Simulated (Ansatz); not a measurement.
Relaxation of H₇N₃Si (11 atoms, charge 0, multiplicity 1), to a largest force component of 0.02 eV/Å in at most 40 steps.

Method: RKS BHLYP/STO-3G (Ansatz 0.2.0).

```xyz
11
Properties=species:S:1:pos:R:3
Si 0.000 0.000 0.000
N 0.000 0.000 1.820
H -0.877 -0.271 2.350
H 0.877 0.271 2.350
H 1.377 0.000 -0.486
N -0.857 1.485 -0.606
H -1.877 1.430 -0.889
H -0.337 2.406 -0.677
N -0.857 -1.485 -0.606
H -1.392 -2.101 0.070
H -0.822 -1.734 -1.636
```

**Question.** Where does it end, and by what steps?

**Answer.** The run converged. Limits of this set-up: minimal basis. After 14 steps the energy has fallen by 1.208 eV; H10 moved furthest, 0.69 Å.

```tsv
step	energy less start (eV)	largest force component (eV/Å)	accepted
0	0.0000	2.258	yes
1	-0.9239	1.328	yes
2	-1.0533	0.650	yes
3	-1.0770	0.255	yes
4	-1.1267	0.250	yes
5	-1.1162	1.266	no
6	-1.1528	0.330	yes
7	-1.1726	0.826	yes
8	-1.1825	0.970	yes
9	-1.0623	2.105	no
10	-1.2049	0.178	yes
11	-1.2063	0.077	yes
12	-1.2076	0.060	yes
13	-1.2075	0.124	no
14	-1.2078	0.005	yes
```

```xyz
11
Properties=species:S:1:pos:R:3
Si -0.047 -0.055 0.008
N -0.026 -0.151 1.736
H -0.938 -0.115 2.213
H 0.611 0.490 2.229
H 1.333 -0.053 -0.391
N -0.753 1.327 -0.759
H -1.747 1.508 -0.558
H -0.247 2.219 -0.668
N -1.045 -1.384 -0.490
H -0.758 -2.302 -0.118
H -1.148 -1.485 -1.511
```

Whether the end is a true minimum wasn't checked by a vibrational analysis.

Time of the run: 29 s on 1 thread of Arm Neoverse V1 (shared host), peak memory 0.094 GiB.
